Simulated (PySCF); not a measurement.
C4H6O. Atoms are numbered in the order given.

```xyz
11

O      0.6260     1.6615     0.0000
C     -0.4743     1.1586     0.0000
C     -0.7203    -0.3065     0.0000
C      0.2821    -1.1832     0.7426
C      0.2821    -1.1832    -0.7426
H     -1.3957     1.7972     0.0000
H     -1.7695    -0.6136     0.0000
H     -0.1182    -2.0494     1.2754
H      1.0883    -0.6457     1.2489
H     -0.1182    -2.0494    -1.2754
H      1.0883    -0.6457    -1.2489
```
Charge 0, spin multiplicity 1.

Geometry optimised at B3LYP-D3(BJ)/def2-SVP. The values are those of a single conformer.

The numbers are results of PySCF with PBE/pcSseg-1, not measurements.

GIAO shieldings, no solvent; atoms listed in one row are averaged. δ = σ(ref) − σ: ¹⁷O against H2O (σ = 334.3 ppm); ¹³C against TMS (σ = 182.0 ppm); ¹H against TMS (σ = 31.49 ppm), references at their B3LYP-D3(BJ)/def2-TZVP geometries, non-relativistic.

```csv
nucleus,atoms,count,δ (ppm)
¹⁷O,O1,1,648.5
¹³C,C2,1,206.8
¹³C,C3,1,28.1
¹³C,"C4, C5",2,20.1
¹H,H6,1,10.75
¹H,H7,1,2.01
¹H,"H11, H9",2,1.53
¹H,"H10, H8",2,1.28
```
